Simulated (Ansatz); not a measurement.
Consider the substitution at a C–C bond: `C[C@H](F)[Si@H](F)Cl` + `N[SiH](N)O` → `CO[SiH](N)N` + `FC[SiH](F)Cl`.

Calculated with Ansatz (gas phase, PBE0-D4/def2-TZVP geometries, no zero-point term in ΔE). CCSD(T)/CBS adds triple-zeta CCSD(T) − MP2 to the extrapolated MP2 energy (def2 sets, frozen cores). Functionals use def2-TZVPP. B3LYP here is the variant with VWN-RPA as its local correlation; programs differ in this. One conformer a species, not always the lowest.

`C[C@H](F)[Si@H](F)Cl`:

```xyz
11

C    -0.760    0.493    1.143
C    -0.623   -0.008   -0.275
F    -1.351   -1.195   -0.421
Si    1.156   -0.400   -0.761
F     2.017    0.925   -0.557
Cl    1.254   -0.937   -2.721
H    -0.348   -0.221    1.860
H    -1.812    0.656    1.387
H    -0.229    1.442    1.257
H    -1.049    0.717   -0.978
H     1.744   -1.473    0.066
```

`N[SiH](N)O`:

Cartesian coordinates in Å:
```
N 0.927 0.267 1.092
Si -0.097 0.407 -0.274
N 0.010 -1.108 -1.051
O -1.558 0.926 0.285
H 0.924 0.987 1.796
H 1.842 -0.140 0.989
H 0.221 1.421 -1.307
H -0.055 -1.971 -0.536
H -0.281 -1.219 -2.008
H -1.934 0.430 1.015
```

`CO[SiH](N)N`:

```xyz
13

C     1.537   -0.453   -1.071
O     0.221   -0.015   -1.303
Si   -0.879    0.253   -0.112
N    -0.239    1.489    0.884
N    -1.242   -1.027    0.956
H     2.069    0.205   -0.374
H     1.552   -1.470   -0.663
H     2.072   -0.457   -2.023
H    -2.117    0.531   -0.879
H     0.205    2.292    0.468
H    -0.702    1.730    1.745
H    -0.604   -1.312    1.680
H    -1.873   -1.765    0.694
```

`FC[SiH](F)Cl`:

Z-matrix (Å, degrees):
```
C
Si 1 1.876
F 1 1.388 2 109.9
H 1 1.095 2 110.6 3 -120.0
H 1 1.095 2 110.9 3 120.3
Cl 2 2.040 1 107.1 3 175.9
F 2 1.588 1 109.6 3 -66.4
H 2 1.475 1 113.6 3 54.7
```

```json
{"level": "r2SCAN-D4", "ΔE (kcal/mol)": "16.7", "difference from CCSD(T)/CBS": "-0.4"}
{"level": "PBE0-D4", "ΔE (kcal/mol)": "16.4", "difference from CCSD(T)/CBS": "-0.7"}
{"level": "ωB97X-V", "ΔE (kcal/mol)": "15.7", "difference from CCSD(T)/CBS": "-1.4"}
{"level": "PBE0", "ΔE (kcal/mol)": "16.4", "difference from CCSD(T)/CBS": "-0.7"}
{"level": "B3LYP", "ΔE (kcal/mol)": "14.9", "difference from CCSD(T)/CBS": "-2.2"}
{"level": "HF/def2-TZVPP", "ΔE (kcal/mol)": "13.6", "difference from CCSD(T)/CBS": "-3.5"}
{"level": "CCSD(T)/def2-TZVPP", "ΔE (kcal/mol)": "16.6", "difference from CCSD(T)/CBS": "-0.5"}
{"level": "HF/def2-QZVPP", "ΔE (kcal/mol)": "13.4", "difference from CCSD(T)/CBS": "-3.7"}
{"level": "MP2/def2-QZVPP", "ΔE (kcal/mol)": "17.9", "difference from CCSD(T)/CBS": "0.8"}
{"level": "MP2/CBS(def2)", "ΔE (kcal/mol)": "18.2", "difference from CCSD(T)/CBS": "1.1"}
{"level": "CCSD(T)/CBS", "ΔE (kcal/mol)": "17.1", "difference from CCSD(T)/CBS": "0"}
```

Largest T1 diagnostic among the species: 0.011.

In def2-TZVPP, CCSD(T) changes the Hartree–Fock value by +3.0 kcal/mol (the triples alone add +0.3 kcal/mol) and MP2 by +4.1 kcal/mol.
